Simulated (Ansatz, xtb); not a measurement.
# Two isomers of CH7FOSi3

Structure a is `O=C[Si@@H](F)[SiH2][SiH3]`, a singlet and structure b is `O=C[Si@@H]([SiH3])[SiH2]F`, a singlet. Both are isolated molecules in the gas phase, relaxed with B3LYP/def2-SVP; each stands in its lowest conformer found.

Q: Estimate which is lower in electronic energy at CCSD(T)/def2-SVP + ΔMP2/def2-TZVPP, and by roughly how much.

A: Too close to call at this level: CCSD(T)/def2-SVP + ΔMP2/def2-TZVPP gives E(b) − E(a) = +0.98 kcal/mol.

Level by level:

```csv
level,geometry,E(b) − E(a) (kcal/mol),departure from the last row (kcal/mol),"job, with rough time for the two"
B3LYP/def2-SVP,B3LYP/def2-SVP,+1.70,+0.72,"optimisation, 2.2 min"
HF/def2-SVP,B3LYP/def2-SVP,+0.87,−0.11,part of the CCSD(T) run
MP2/def2-SVP,B3LYP/def2-SVP,+1.33,+0.35,part of the CCSD(T) run
CCSD(T)/def2-SVP,B3LYP/def2-SVP,+1.35,+0.37,single point
CCSD(T)/def2-SVP + ΔMP2/def2-TZVPP,B3LYP/def2-SVP,+0.98,,"single point, 69 s"
```

As drawn, both hold the same kinds of bond in the same numbers.

The largest departure from CCSD(T)/def2-SVP + ΔMP2/def2-TZVPP is that of B3LYP/def2-SVP, 0.72 kcal/mol. Levels run at GFN2-xTB geometries aren't shown. The last row adds to CCSD(T) the change of the MP2 difference between the two basis sets, here −0.37 kcal/mol.

With thermal terms from frequencies at re-optimised GFN2-xTB minima (ideal gas, soft modes damped towards free rotors, one conformer each, 298.15 K, 1 atm): the zero-point term adds −0.50 kcal/mol; ΔH is +0.91 and ΔG −0.54 kcal/mol.

The correlated steps freeze 18 core orbitals. Run with Ansatz 0.2.0, xtb 6.7.1; the last row on 2 threads of Intel(R) Xeon(R) Platinum 8259CL CPU @ 2.50GHz (Skylake/Cascade Lake) on a shared host.
